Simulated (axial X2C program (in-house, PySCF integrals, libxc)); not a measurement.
## Ge₂⁺: from the spin-free to the two-component result

All values were computed with an axial X2C code built on PySCF integrals. Spin-free means the one-electron spin-free X2C Hamiltonian; two-component (2c) means X2C with spin–orbit coupling and atomic mean-field two-electron Coulomb and Gaunt terms, so the difference of the two also holds small scalar two-electron terms. Basis: Ge dyall-cv3z [9s9p7d4f1g] (cores contracted in-house); Gaussian nuclei, density fitting, unrestricted open shells. Masses: Ge 73.921 u.

Spin-free state: M_S = 3/2, Λ = 0 (beyond evenly filled blocks: σα, π+α, π-α); fragments Ge+ + Ge.

| level | Re (Å) | ωe (cm⁻¹) | De (eV) |
| --- | --- | --- | --- |
| PBE0 | 2.405 | 258.2 | 3.308 |
| HF | 2.396 | 277.1 | 1.986 |
| MP2 | 2.401 | 271.5 | 2.955 |
| CCSD | 2.414 | 263.1 | 2.843 |
| CCSD(T) | 2.423 | 256.6 | 3.004 |
| PBE | 2.444 | 237.3 | 3.557 |

Correlated methods: 7 electrons correlated (number of frozen shells: Ge 3 s, 2 p, 1 d), 273 virtual spin orbitals or spinors in MP2, 90 natural virtuals in coupled cluster.

Two-component determinant lowest at the distance of the search:

Ω = 3/2 (⟨Sz⟩ = 1.50, ⟨Lz⟩ = 0.00 at HF); fragments Ge+ + Ge.

```csv
level,Re (Å),ωe (cm⁻¹)
PBE0,2.406,257.8
HF,2.397,276.9
MP2,2.401,271.2
CCSD,2.415,262.8
CCSD(T),2.424,256.3
PBE,2.445,236.9
```

Problem. From the two tables, how do the constants change at the CCSD(T) level (2c against spin-free)?

Solution. At the CCSD(T) level Re goes up by 0.001 Å and ωe drops by 0.3 cm⁻¹.

One determinant describes the state; a PBE0 search over occupations chose it and may have missed a lower one. Dissociation energies refer to the lowest single-determinant-based atoms at the same level and basis. De is not given where an atomic determinant may have missed its ground term or J level, or where the truncated virtual space spoils (T). Density functionals use the spin component along the axis (collinear). Coupled cluster ran in a truncated set of natural virtual spinors; the MP2 energy of the rest was added. (T) has no such correction and the atoms are truncated less, which lowers De at CCSD(T) by a hundredth of an eV or more. PBE0 can misorder states that lie within some tenths of an eV, so this need not be the ground state of the molecule. The nearest other spin-free determinant of the search, M_S = 1/2, Λ = 0, lies 0.43 eV up at the distance of the search. Without a current term, density functionals place determinants with orbital angular momentum somewhat too high. With several unpaired electrons one determinant need not be a pure state. This is the top spin component of a Σ state; components of lower Ω are not single determinants and can lie lower. With the outer-core shells frozen, correlated bond lengths of heavy atoms tend to come out a few hundredths of an ångström too long.
